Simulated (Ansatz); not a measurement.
Ansatz (a program for electronic structure) input (CCSD(T)/def2-SVPD):

Ansatz 0.2 input:
```yaml
crystal:
  periodic: [false, false, false]
  atoms:
    - {symbol: F, position_ang: [-0.00000000, -0.00000000, -1.93506175]}
    - {symbol: Hg, position_ang: [0.00000000, 0.00000000, 0.00000000]}
    - {symbol: F, position_ang: [0.00000000, 0.00000000, 1.93506175]}
basis:
  gaussian:
    orbitals: def2-SVPD
total_charge: -1
magnetization: {spin_polarized: true, initial_magnetization: 1}
correlation: {method: ccsd_t, electrons: outside_noble_gas}
```

Output:

```
Functional definition: HF
integrals: 0.11 GiB planned
769 factors; integrals over basis functions are off by at most 5.4e-4 eV
mean field: 0.30 GiB planned
mean field evaluation 1: about -9555.8801 eV, gradient 1.2e1 eV
mean field evaluation 2: about -9556.2104 eV, gradient 1.2e1 eV
mean field evaluation 4: about -9556.9817 eV, gradient 1.3e0 eV
mean field evaluation 8: about -9557.0055 eV, gradient 1.8e-1 eV
mean field evaluation 16: about -9557.0061 eV, gradient 1.8e-6 eV
mean field evaluation 32: about -9556.9829 eV, gradient 9.3e-1 eV
mean field evaluation 64: about -9553.0179 eV, gradient 8.7e0 eV
mean field evaluation 96: about -9553.5994 eV, gradient 8.8e-5 eV
mean field evaluation 128: about -9553.2033 eV, gradient 1.0e1 eV
mean field -9557.00613049 eV, -351.2134973239 hartree, gradient 1.8e-6 eV, S^2 0.760156; 8 other end points of the search recorded, 0 dependent functions left out
determinant -9557.00613049 eV, -351.2134973239 hartree, with singles and doubles -9576.30537413 eV, -351.9227314465 hartree
determinant -9555.42477391 eV, -351.1553835415 hartree, with singles and doubles -9574.35814828 eV, -351.8511722163 hartree
determinant -9553.59939721 eV, -351.0883021852 hartree, with singles and doubles -9572.72502666 eV, -351.7911561037 hartree
6 core orbitals not correlated
reference -9557.00613049 eV, -351.2134973239 hartree; 14, 13 occupied and 61, 62 virtual orbitals, 769 factors
second order -19.82756340 eV of doubles, -0.00000000 eV of singles
coupled cluster: 0.43 GiB planned
cycle   1  -19.30034585 eV  change   -1.1e-3 eV  update   1.5e-3
cycle   2  -19.29950385 eV  change    8.4e-4 eV  update   9.3e-4
cycle   3  -19.29916581 eV  change    3.4e-4 eV  update   5.9e-4
cycle   4  -19.29963659 eV  change   -4.7e-4 eV  update   1.2e-4
cycle   5  -19.29998720 eV  change   -3.5e-4 eV  update   6.2e-5
cycle   6  -19.29994138 eV  change    4.6e-5 eV  update   1.7e-5
cycle   7  -19.29991889 eV  change    2.2e-5 eV  update   8.5e-6
perturbative correction -0.48245572 eV, -0.0177299206 hartree
Total energy: -9576.78850509 eV, -351.9404861818 hartree
```

This state (charge -1, doublet) is run at the relaxed geometry of the species with charge 0 and multiplicity 1.
